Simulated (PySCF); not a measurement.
PySCF input file for B(H)(SeH)2 (BH₃Se₂), SMILES [SeH]B[SeH], IEF-PCM-PBE0/def2-SVP. The structure is a stationary point at B3LYP-D3(BJ)/def2-SVP. The structure was generated by enumeration, and PubChem lists no compound with its InChIKey, so it may never have been made. Other conformers were not sampled.

```python
import numpy as np
from pyscf import gto, scf, dft
from pyscf.solvent import pcm

mol = gto.M(
    atom='''
    B     0.00000000   -0.00000000   -0.85217024
    H     0.00000000   -0.00000000   -2.05020581
    Se    0.00000000    1.67181251    0.12452900
    H     0.00000000    2.52490274   -1.07845747
    Se    0.00000000   -1.67181250    0.12452900
    H     0.00000000   -2.52490275   -1.07845747
    ''',
    basis='def2-SVP',
    charge=0,
    spin=0,
    max_memory=1600,
    verbose=3,
)
mf = dft.RKS(mol, xc='pbe0').density_fit(auxbasis='def2-universal-jkfit')
mf.grids.level = 3
mf.conv_tol = 1e-9
mf.max_cycle = 100
mf.kernel()
res = {}
for name, eps in {'water': 78.355, '1-octanol': 9.8629, 'ethanol': 24.852}.items():
    s = mf.PCM()
    s.with_solvent.method, s.with_solvent.eps, s.with_solvent.lebedev_order = 'IEF-PCM', eps, 29
    s.kernel(mf.make_rdm1())
    res[name] = (s.e_tot, eps, s.dip_moment(), s.mo_energy, s.converged)
    print(f'{name}: electrostatic solvation free energy {(s.e_tot - mf.e_tot) * 627.509474:.3f} kcal/mol')
```

Log of the run:

```
converged SCF energy = -4828.58942294861

WARN: PCM is an experimental feature. It is still in testing.
Features and APIs may be changed in the future.

converged SCF energy = -4828.59344842864
Dipole moment(X, Y, Z, Debye): -0.00000, -0.00000, -1.72402
water: electrostatic solvation free energy -2.526 kcal/mol

WARN: PCM is an experimental feature. It is still in testing.
Features and APIs may be changed in the future.

converged SCF energy = -4828.59283285414
Dipole moment(X, Y, Z, Debye): -0.00000, -0.00000, -1.63877
1-octanol: electrostatic solvation free energy -2.140 kcal/mol

WARN: PCM is an experimental feature. It is still in testing.
Features and APIs may be changed in the future.

converged SCF energy = -4828.59324761348
Dipole moment(X, Y, Z, Debye): -0.00000, -0.00000, -1.69603
ethanol: electrostatic solvation free energy -2.400 kcal/mol
```

Self-consistency was reached.

Cost: around 60 core-seconds (rough).
